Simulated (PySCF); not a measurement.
B(GeH3)2(H) (BGe2H7), SMILES [GeH3][BH][GeH3].

Coordinates come from a B3LYP-D3(BJ)/def2-SVP optimisation. The structure was generated by enumeration, and PubChem lists no compound with its InChIKey, so it may never have been made.

Computed with PBE/def2-TZVP (PySCF).

Symmetry labels are those of the subgroup C2 that the program uses (full group C2).

Computed valence orbital energies around the gap with their symmetry:
| orbital | symmetry | energy (eV) |
|---|---|---|
| HOMO−7 | B | -13.56 |
| HOMO−6 | A | -11.25 |
| HOMO−5 | A | -8.71 |
| HOMO−4 | B | -8.49 |
| HOMO−3 | A | -8.25 |
| HOMO−2 | B | -8.18 |
| HOMO−1 | A | -7.50 |
| HOMO | B | -6.79 |
| LUMO | B | -3.71 |
| LUMO+1 | A | -0.15 |
| LUMO+2 | B | 0.22 |
| LUMO+3 | A | 0.35 |
